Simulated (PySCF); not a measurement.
## Relaxation of quintet RuO₂

These are results of UPBE0/[Ru def2-TZVP with ECP28, O def2-TZVP], scalar-relativistic core potentials, density fitting, no spin–orbit coupling, PySCF, not measurements. A (50,194) grid was used.

A hand-made linear start, of D∞h symmetry, held to at least that symmetry:

Coordinates in bohr (charge 0 multiplicity 5):
```
Ru    0.0000    0.0000    0.0000
O     0.0000    0.0000    3.2314
O     0.0000    0.0000   -3.2314
```

Task: What does it relax to?

Result: It ends at D∞h with Ru–O 1.757 Å (×2); O–Ru–O 180.0°. A frequency run shows 2 imaginary modes, down to 404i cm⁻¹, so it is a higher-order saddle point. Other isomers or separated fragments may lie lower.

Task: How much energy is released, and in how many steps?

Result: 10.7 kJ/mol in 4 steps.

Other spin states or occupations of the open shell can lie lower. At this level a broken-symmetry Ms = 0 minimum of C2v symmetry lies 249 kJ/mol below this structure.

The relaxation took roughly 23 core-seconds on a shared host.
